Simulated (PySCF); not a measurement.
# Polarisability and C₆ of Co (cobalt, neutral)

[Ar] 3d7 4s2, high-spin 4F determinant. All numbers are calculated (PySCF 2.14, scalar relativity by spin-free X2C-1e, in aug-cc-pwCVTZ-DK with one added diffuse shell each of s, p, d, f, g type (11s10p8d5f4g, 152 functions)). Coupled (time-dependent) response in atomic units; α is the mean over directions.

```json
{"method": "PBE", "mean α (bohr³)": "52.94", "C₆ (like pair)": "447.5", "S(−4)": "1464"}
```

S(−4) is the Cauchy moment in α(ω) = α(0) + S(−4) ω² + …

Reference α: 55 ± 4 bohr³ (recommended; Schwerdtfeger and Nagle, table of static dipole polarizabilities (2023 update)). Published C₆: 408.0 (Chu and Dalgarno (2004); Tang, Norbeck and Certain (1976)).

α(iu) at PBE:

```csv
u (hartree),α(iu) (bohr³)
0,52.94
0.0500,49.57
0.100,41.93
0.200,27.01
0.300,17.84
0.500,9.480
0.750,5.560
1.00,3.809
1.50,2.244
2.00,1.536
3.00,0.8851
5.00,0.4207
```

A single London oscillator, α(iu) = α/(1 + u²/ω²), gives C₆ = (3/4) ω α². Matching the computed C₆ needs ω = 4 × 447.5 / (3 × 52.94²) = 0.213 hartree.
